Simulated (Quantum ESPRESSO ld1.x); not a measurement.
Problem. These are the eigenvalues of the occupied orbitals of an atom or ion with whole-number occupations (hartree). All-electron calculation, Dirac Kohn-Sham, PBEsol, spin-unpolarised, spherical densities, point nucleus. Program: ld1.x of Quantum ESPRESSO 7.5.

orbital  eigenvalue
1s1/2      -766.653
2s1/2      -109.866
2p1/2      -101.373
2p3/2      -97.0311
3s1/2      -19.6150
3p1/2      -16.3517
3p3/2      -15.6255
3d3/2      -9.84744
3d5/2      -9.70780
4s1/2      -3.28456
4p1/2      -2.33099
4p3/2      -2.22232
4d3/2      -0.83039
4d5/2      -0.81906

Which element is it, and in what charge state? The configuration may be excited. Open shells, if any, fill j = l - 1/2 first.

Solution. Z = 43, technetium, charge +2: Tc2+ in [Kr] 4d5. The list shows which subshells hold electrons but not how many an open one holds; the 1s level, -766.65 hartree, gives Z - s = 39.2 by -(Z - s)^2/2, which with screening and relativity narrows Z to a few neighbours, and the depths of the outer levels then fix element, charge and occupations together.
